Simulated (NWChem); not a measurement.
Everything below was run with NWChem. System: DMAc (C4H9NO), charge 0, spin multiplicity 1, at a geometry optimised with PBE/def2-SVP. Level: evGW0@PBE0/def2-SVP, RI basis def2-svp-rifit, 6 cycles.

Job file:

```
start mol
memory heap 200 mb stack 700 mb global 1700 mb
geometry units angstroms nocenter noautoz
  C      0.791935     1.702705     0.000000
  N     -0.141518     0.591208     0.000000
  C     -1.545104     0.944917     0.000000
  C      0.361772    -0.701577     0.000000
  C     -0.647635    -1.846845     0.000000
  O      1.572175    -0.925960     0.000000
  H      0.651737     2.342374     0.899824
  H      1.815530     1.286107     0.000000
  H      0.651737     2.342374    -0.899824
  H     -2.186585     0.047428     0.000000
  H     -1.806794     1.552499    -0.896658
  H     -1.806794     1.552499     0.896658
  H     -0.067943    -2.786108     0.000000
  H     -1.301733    -1.831575     0.895804
  H     -1.301733    -1.831575    -0.895804
  symmetry group Cs
end
basis spherical
  * library def2-svp
end
basis "ri basis" bse spherical
  * library def2-svp-rifit
end
dft
  xc pbe0
  iterations 100
  direct
  tolerances tight
end
task dft energy
gw
  evgw0 6
  states alpha occ -1 vir -1
end
task dft gw
```

Output (cleaned and shortened):

```
             Northwest Computational Chemistry Package (NWChem) 7.3.0
             --------------------------------------------------------

                                NWChem Input Module
                                -------------------

 Scaling coordinates for geometry "geometry" by  1.889725989
 (inverse scale =  0.529177249)

 Turning off AUTOSYM since
 SYMMETRY directive was detected!

                             Geometry "geometry" -> ""
                             -------------------------

 Output coordinates in angstroms (scale by  1.889725989 to convert to a.u.)

  No.       Tag          Charge          X              Y              Z
 ---- ---------------- ---------- -------------- -------------- --------------
    1 C                    6.0000     0.79193500     1.70270500     0.00000000
    2 N                    7.0000    -0.14151800     0.59120800     0.00000000
    3 C                    6.0000    -1.54510400     0.94491700     0.00000000
    4 C                    6.0000     0.36177200    -0.70157700     0.00000000
    5 C                    6.0000    -0.64763500    -1.84684500     0.00000000
    6 O                    8.0000     1.57217500    -0.92596000     0.00000000
    7 H                    1.0000     0.65173700     2.34237400     0.89982400
    8 H                    1.0000     1.81553000     1.28610700     0.00000000
    9 H                    1.0000     0.65173700     2.34237400    -0.89982400
   10 H                    1.0000    -2.18658500     0.04742800     0.00000000
   11 H                    1.0000    -1.80679400     1.55249900    -0.89665800
   12 H                    1.0000    -1.80679400     1.55249900     0.89665800
   13 H                    1.0000    -0.06794300    -2.78610800     0.00000000
   14 H                    1.0000    -1.30173300    -1.83157500     0.89580400
   15 H                    1.0000    -1.30173300    -1.83157500    -0.89580400

 Effective nuclear repulsion energy (a.u.)     249.0342112896

            Nuclear Dipole moment (a.u.)
            ----------------------------
        X                 Y               Z
 ---------------- ---------------- ----------------
     0.0000075589    -0.0000018897     0.0000000000

      Symmetry information
      --------------------

 Group name             Cs
 Group number              2
 Group order               2
 No. of unique centers    12

      Symmetry unique atoms

     1    2    3    4    5    6    7    8   10   11   13   14


 Summary of "ao basis" -> "" (spherical)
 ------------------------------------------------------------------------------
       Tag                 Description            Shells   Functions and Types
 ---------------- ------------------------------  ------  ---------------------
 *                          def2-svp                  on all atoms

 new library libraries.bse/

 Summary of "ri basis" -> "" (spherical)
 ------------------------------------------------------------------------------
       Tag                 Description            Shells   Functions and Types
 ---------------- ------------------------------  ------  ---------------------
 *                       def2-svp-rifit               on all atoms

                                 NWChem DFT Module
                                 -----------------

 Summary of "ao basis" -> "ao basis" (spherical)
 ------------------------------------------------------------------------------
       Tag                 Description            Shells   Functions and Types
 ---------------- ------------------------------  ------  ---------------------
 C                          def2-svp                 6       14   3s2p1d
 N                          def2-svp                 6       14   3s2p1d
 O                          def2-svp                 6       14   3s2p1d
 H                          def2-svp                 3        5   2s1p

 Summary of "ao basis" -> "ao basis" (spherical)
 ------------------------------------------------------------------------------
       Tag                 Description            Shells   Functions and Types
 ---------------- ------------------------------  ------  ---------------------
 C                          def2-svp                 6       14   3s2p1d
 N                          def2-svp                 6       14   3s2p1d
 O                          def2-svp                 6       14   3s2p1d
 H                          def2-svp                 3        5   2s1p

      Symmetry analysis of basis
      --------------------------

        a'         87
        a"         42

            General Information
            -------------------
          SCF calculation type: DFT
          Wavefunction type:  closed shell.
          No. of atoms     :    15
          No. of electrons :    48
           Alpha electrons :    24
            Beta electrons :    24
          Charge           :     0
          Spin multiplicity:     1
          Use of symmetry is: on ; symmetry adaption is: on
          Maximum number of iterations: 100
          This is a Direct SCF calculation.
          AO basis - number of functions:   129
                     number of shells:    63
          Convergence on energy requested:  1.00D-06
          Convergence on density requested:  1.00D-05
          Convergence on gradient requested:  5.00D-04

              XC Information
              --------------
                         PBE0 Method XC Functional
                     Hartree-Fock (Exact) Exchange  0.250
          PerdewBurkeErnzerhof Exchange Functional  0.750
            Perdew 1991 LDA Correlation Functional  1.000 local
[...]
@GW        40         13.837           0.000
@GW        41         14.637           0.000
@GW        42         15.085           0.000
@GW        43         15.309           0.000
@GW        44         16.146           0.000
@GW        45         17.088           0.000
@GW        46         18.719           0.000
@GW        47         18.880           0.000
@GW        48         19.183           0.000
@GW        49         19.351           0.000
@GW        50         19.720           0.000
@GW        51         20.019           0.000
@GW        52         21.060           0.000
@GW        53         21.199           0.000
@GW        54         20.919           0.000
@GW        55         21.232           0.000
@GW        56         21.625           0.000
@GW        57         21.800           0.000
@GW        58         21.829           0.000
@GW        59         21.924           0.000
@GW        60         22.495           0.000
@GW        61         23.014           0.000
@GW        62         23.720           0.000
@GW        63         26.464           0.000
@GW        64         27.609           0.000
@GW        65         29.719           0.000
@GW        66         30.520           0.000
@GW        67         32.922           0.000
@GW        68         33.531           0.000
@GW        69         35.419           0.000
@GW        70         34.831           0.000
@GW        71         36.215           0.000
@GW        72         38.049           0.000
@GW        73         39.212           0.000
@GW        74         41.164           0.000
@GW        75         41.997           0.000
@GW        76         43.897           0.000
@GW        77         45.189           0.000
@GW        78         45.675           0.000
@GW        79         45.792           0.000
@GW        80         46.301           0.000
@GW        81         46.789           0.000
@GW        82         47.864           0.000
@GW        83         48.348           0.000
@GW        84         49.578           0.000
@GW        85         51.209           0.000
@GW        86         51.528           0.000
@GW        87         52.182           0.000
@GW        88         53.315           0.000
@GW        89         53.052           0.000
@GW        90         53.975           0.000
@GW        91         53.653           0.000
@GW        92         53.968           0.000
@GW        93         54.577           0.000
@GW        94         57.147           0.000
@GW        95         57.811           0.000
@GW        96         57.995           0.000
@GW        97         59.499           0.000
@GW        98         60.204           0.000
@GW        99         61.111           0.000
@GW       100         61.566           0.000
@GW       101         62.234           0.000
@GW       102         63.963           0.000
@GW       103         66.765           0.000
@GW       104         67.116           0.000
@GW       105         69.088           0.000
@GW       106         70.973           0.000
@GW       107         71.175           0.000
@GW       108         71.590           0.000
@GW       109         71.415           0.000
@GW       110         74.023           0.000
@GW       111         76.480           0.000
@GW       112         77.061           0.000
@GW       113         76.812           0.000
@GW       114         77.689           0.000
@GW       115         79.314           0.000
@GW       116         80.157           0.000
@GW       117         80.094           0.000
@GW       118         82.451           0.000
@GW       119         83.921           0.000
@GW       120         84.996           0.000
@GW       121         85.284           0.000
@GW       122         86.089           0.000
@GW       123         86.586           0.000
@GW       124         86.893           0.000
@GW       125         90.420           0.000
@GW       126         92.883           0.000
@GW       127         94.719           0.000
@GW       128        101.612           0.000
@GW       129        107.457           0.000

  *** G5W0

          Solving quasiparticle equations

                  Alpha Orbitals
          State     Energy (eV)     Error (eV)
          -----------------------------------
@GW         1       -538.616           0.000
@GW         2       -407.542           0.000
@GW         3       -295.343           0.000
@GW         4       -293.821           0.000
@GW         5       -293.351           0.000
@GW         6       -292.753           0.000
@GW         7        -30.329           0.000
@GW         8        -27.374           0.000
@GW         9        -23.046           0.000
@GW        10        -22.391           0.000
@GW        11        -21.092           0.000
@GW        12        -17.411           0.000
@GW        13        -15.990           0.000
@GW        14        -15.588           0.000
@GW        15        -15.464           0.000
@GW        16        -14.421           0.000
@GW        17        -13.824           0.000
@GW        18        -13.638           0.000
@GW        19        -13.849           0.000
@GW        20        -13.171           0.000
@GW        21        -12.900           0.000
@GW        22        -11.870           0.000
@GW        23         -8.811           0.000
@GW        24         -8.465           0.000
@GW        25          3.639           0.000
@GW        26          3.680           0.000
@GW        27          4.616           0.000
@GW        28          5.485           0.000
@GW        29          5.851           0.000
@GW        30          5.971           0.000
@GW        31          6.255           0.000
@GW        32          6.376           0.000
@GW        33          6.848           0.000
@GW        34          7.091           0.000
@GW        35          7.419           0.000
@GW        36          8.578           0.000
@GW        37         10.047           0.000
@GW        38         10.660           0.000
@GW        39         12.496           0.000
@GW        40         13.837           0.000
@GW        41         14.637           0.000
@GW        42         15.084           0.000
@GW        43         15.309           0.000
@GW        44         16.146           0.000
@GW        45         17.088           0.000
@GW        46         18.719           0.000
@GW        47         18.880           0.000
@GW        48         19.183           0.000
@GW        49         19.350           0.000
@GW        50         19.719           0.000
@GW        51         20.019           0.000
@GW        52         21.060           0.000
@GW        53         21.198           0.000
@GW        54         20.918           0.000
@GW        55         21.232           0.000
@GW        56         21.625           0.000
@GW        57         21.800           0.000
@GW        58         21.829           0.000
@GW        59         21.924           0.000
@GW        60         22.495           0.000
@GW        61         23.013           0.000
@GW        62         23.720           0.000
@GW        63         26.464           0.000
@GW        64         27.608           0.000
@GW        65         29.719           0.000
@GW        66         30.519           0.000
@GW        67         32.922           0.000
@GW        68         33.531           0.000
@GW        69         35.419           0.000
@GW        70         34.831           0.000
@GW        71         36.215           0.000
@GW        72         38.049           0.000
@GW        73         39.212           0.000
@GW        74         41.164           0.000
@GW        75         41.997           0.000
@GW        76         43.897           0.000
@GW        77         45.188           0.000
@GW        78         45.675           0.000
@GW        79         45.792           0.000
@GW        80         46.301           0.000
@GW        81         46.789           0.000
@GW        82         47.864           0.000
@GW        83         48.348           0.000
@GW        84         49.578           0.000
@GW        85         51.209           0.000
@GW        86         51.527           0.000
@GW        87         52.181           0.000
@GW        88         53.315           0.000
@GW        89         53.051           0.000
@GW        90         53.975           0.000
@GW        91         53.652           0.000
@GW        92         53.968           0.000
@GW        93         54.576           0.000
@GW        94         57.147           0.000
@GW        95         57.811           0.000
@GW        96         57.995           0.000
@GW        97         59.499           0.000
@GW        98         60.204           0.000
@GW        99         61.111           0.000
@GW       100         61.566           0.000
@GW       101         62.234           0.000
@GW       102         63.963           0.000
@GW       103         66.765           0.000
@GW       104         67.116           0.000
@GW       105         69.088           0.000
@GW       106         70.973           0.000
@GW       107         71.174           0.000
@GW       108         71.590           0.000
@GW       109         71.415           0.000
@GW       110         74.023           0.000
@GW       111         76.480           0.000
@GW       112         77.060           0.000
@GW       113         76.812           0.000
@GW       114         77.689           0.000
@GW       115         79.314           0.000
@GW       116         80.159           0.000
@GW       117         80.094           0.000
@GW       118         82.451           0.000
@GW       119         83.921           0.000
@GW       120         84.996           0.000
@GW       121         85.284           0.000
@GW       122         86.089           0.000
@GW       123         86.586           0.000
@GW       124         86.893           0.000
@GW       125         90.420           0.000
@GW       126         92.883           0.000
@GW       127         94.720           0.000
@GW       128        101.614           0.000
@GW       129        107.457           0.000

     GW Timing Statistics
   ------------------------
   Init.   :          0.0s
     ERIs  :          1.1s
     Distr.:          0.1s
     Vxc   :          1.1s
   Sigma_x :          0.0s
   RPA     :          1.8s
   Wmn     :          4.1s
   Sigma_c :          2.6s
   GW total:         10.9s

 Task  times  cpu:       10.9s     wall:       10.9s

 Total times  cpu:       20.3s     wall:       20.3s
```
